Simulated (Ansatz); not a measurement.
`CC(C)(C)[NH][Zr]([F])([F])[F]` and `CC(C)(C)NN` differ in one atom or group.

Ansatz, PBE0-D4/def2-TZVP geometries, multiplicity 1. Each molecule was computed in one conformer, which needn't be the lowest.

Elements past krypton have def2 core potentials.

| property | `CC(C)(C)[NH][Zr]([F])([F])[F]` |
| --- | --- |
| HOMO energy (PBE0/def2-TZVPP) / eV | -7.38 |
| HOMO–LUMO gap (ωB97M-V/def2-TZVPP) / eV | 10.35 |
| HOMO energy (PBE/def2-TZVPP) / eV | -6.04 |
| size of the dipole moment (ωB97M-V/def2-TZVPP) / D | 2.98 |
| LUMO energy (B3LYP/def2-TZVPP) / eV | -1.16 |
| LUMO energy (ωB97M-V/def2-TZVPP) / eV | 0.67 |

(1) What does the change do to each property? (An estimate is asked.)

## Answers

(1) Computed: 
```tsv
property	`CC(C)(C)NN`	shift
HOMO energy (PBE0/def2-TZVPP) / eV	-6.60	0.78
HOMO–LUMO gap (ωB97M-V/def2-TZVPP) / eV	11.27	0.92
HOMO energy (PBE/def2-TZVPP) / eV	-5.14	0.90
size of the dipole moment (ωB97M-V/def2-TZVPP) / D	1.62	-1.36
LUMO energy (B3LYP/def2-TZVPP) / eV	0.52	1.68
LUMO energy (ωB97M-V/def2-TZVPP) / eV	2.26	1.59
```

With PBE0 the HOMO rises by 0.78 eV and the LUMO rises by 1.76 eV, so the gap widens by about 0.98 eV. PBE moves the HOMO by 0.90 eV and ωB97M-V by 0.67 eV. Dipoles are sizes alone; their direction can turn.

B3LYP here is the variant with VWN-RPA as its local correlation; programs differ in this.
